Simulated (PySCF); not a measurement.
**Si2PH7O5**

Si2PH7O5 is a molecule drawn to mimic a surface site (built as: Si site whose three back bonds go to SiH3, H, OP(=O)(OH)2; end group OH), neutral, singlet. The structure, one conformer, was relaxed in the gas phase by PBE0-D3(BJ)/def2-SVP. No frequency run checks that it is a minimum.

SMILES: O=P(O)(O)O[SiH](O)[SiH3]

| atom | x (Å) | y (Å) | z (Å) |
| --- | --- | --- | --- |
| Si1 | -0.426 | -1.266 | 0.573 |
| Si2 | 1.593 | -0.649 | 1.584 |
| O3 | -1.334 | 0.118 | 0.181 |
| P4 | -0.958 | 1.176 | -0.948 |
| O5 | -1.541 | 0.981 | -2.288 |
| O6 | 0.667 | 1.152 | -0.930 |
| O7 | -1.309 | 2.546 | -0.201 |
| O8 | -0.037 | -2.043 | -0.843 |
| H9 | -1.368 | -2.050 | 1.418 |
| H10 | 1.437 | 0.695 | 2.213 |
| H11 | 1.939 | -1.643 | 2.649 |
| H12 | 2.688 | -0.628 | 0.570 |
| H13 | 0.995 | 0.706 | -1.722 |
| H14 | -1.586 | 3.212 | -0.842 |
| H15 | -0.770 | -2.331 | -1.399 |

Shieldings: GIAO PBE0/pcSseg-1. Shifts are against computed references at the same level: H TMS (σ 31.27 ppm), Si TMS (σ 352.0 ppm). Core levels by delta-SCF with SCAN, pcX-2 on the ionised atom and pcseg-1 elsewhere, spin-free X2C (2p3/2 is the spin-free 2p value less a third of a first-order spin-orbit splitting); from the vacuum level, for chosen atoms.

Question: Give the shieldings and core levels atom by atom.

Answer: 
| atoms | bonded to | σ (ppm) | δ (ppm) | core level (eV) |
| --- | --- | --- | --- | --- |
| Si1 | 2 O + 1 Si + 1 H | 349.4 | 2.6 | 2p3/2 108.08 |
| Si2 | 1 Si + 3 H | 453.1 | -101.1 | 2p3/2 106.74 |
| O3 | 1 P + 1 Si | 177.4 | - | 1s 538.79 |
| P4 | 4 O | 318.7 | - | 2p3/2 140.28 |
| O5 | 1 P | 160.1 | - | - |
| O6 | 1 P + 1 H | 206.7 | - | - |
| O7 | 1 P + 1 H | 224.4 | - | - |
| O8 | 1 Si + 1 H | 269.2 | - | 1s 538.97 |
| H9 | 1 Si | 25.81 | 5.45 | - |
| H10 H11 H12 | 1 Si | 27.68 | 3.59 | - |
| H13 | 1 O | 27.99 | 3.28 | - |
| H14 | 1 O | 28.10 | 3.17 | - |
| H15 | 1 O | 28.97 | 2.30 | - |

Values are those of this one static structure, with the three H of a rotating XH3 group averaged; atoms that internal rotation interchanges would show their mean in an NMR spectrum.

Question: Which of Si1, Si2 holds its core electrons tightest, and by how much against the loosest?

Answer: Si1 (bonded to 2 O + 1 Si + 1 H), by 1.34 eV over Si2 (bonded to 1 Si + 3 H).

Question: By CAM-B3LYP/def2-SVPD (TDDFT singlets, Tamm-Dancoff triplets, ionisation by delta-SCF), where does absorption start, and what does vertical ionisation take?

Answer: The lowest singlet lies at 6.78 eV (f 0.013), the strongest of the first 6 at 7.82 eV (f 0.045), the lowest triplet at 6.08 eV; vertical ionisation takes 10.52 eV.

The 3 runs behind this took 7.4 min in all, one thread each of Arm Neoverse V2 on a shared host, launched as `OMP_NUM_THREADS=1 python cluster_run.py task.json out`.
